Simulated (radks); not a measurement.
All-electron atom: Os4+ in [Xe] 4f14 5d4 (the NIST ground configuration). Calculated with a radial shooting solver on a logarithmic mesh with Libxc functionals: non-relativistic Kohn-Sham, PBE, spin-polarised, spherical densities, point nucleus; open shells are filled with parallel spins first (spin-orbit coupling, left out, can overturn this in heavy ions); relativity is left out, which matters for an element this heavy.

Unscreened Slater integrals over Kohn-Sham orbitals (hartree). They are taken over the spin-up orbitals.

\begin{tabular}{lr}
integral & value \\ \hline
F0(5d,5d) & 0.59643 \\
F2(5d,5d) & 0.31678 \\
F4(5d,5d) & 0.21213 \\
F0(5d,5p) & 0.65984 \\
F2(5d,5p) & 0.33967 \\
G1(5d,5p) & 0.41887 \\
G3(5d,5p) & 0.26104 \\
F0(5d,4f) & 0.76200 \\
F2(5d,4f) & 0.18209 \\
F4(5d,4f) & 0.085574 \\
G1(5d,4f) & 0.061370 \\
G3(5d,4f) & 0.057521 \\
G5(5d,4f) & 0.045917 \\
F0(5d,5s) & 0.67827 \\
G2(5d,5s) & 0.30496 \\
F0(5p,5p) & 0.75419 \\
F2(5p,5p) & 0.40951 \\
F0(5p,4f) & 0.93141 \\
F2(5p,4f) & 0.27888 \\
G2(5p,4f) & 0.10400 \\
G4(5p,4f) & 0.088187 \\
F0(5p,5s) & 0.78414 \\
G1(5p,5s) & 0.54375 \\
F0(4f,4f) & 1.6942 \\
F2(4f,4f) & 0.83438 \\
F4(4f,4f) & 0.52973 \\
F6(4f,4f) & 0.38294 \\
F0(4f,5s) & 0.99698 \\
G3(4f,5s) & 0.11580 \\
F0(5s,5s) & 0.81886 \\
\end{tabular}

Derived for the open shells (J is the average intra-shell exchange parameter used in DFT+U). 5d: Racah B = F2/49 - 5 F4/441 = 0.004060 hartree, C = 35 F4/441 = 0.01684 hartree, C/B = 4.15, F4/F2 = 0.670, J = (F2 + F4)/14 = 0.03778 hartree.
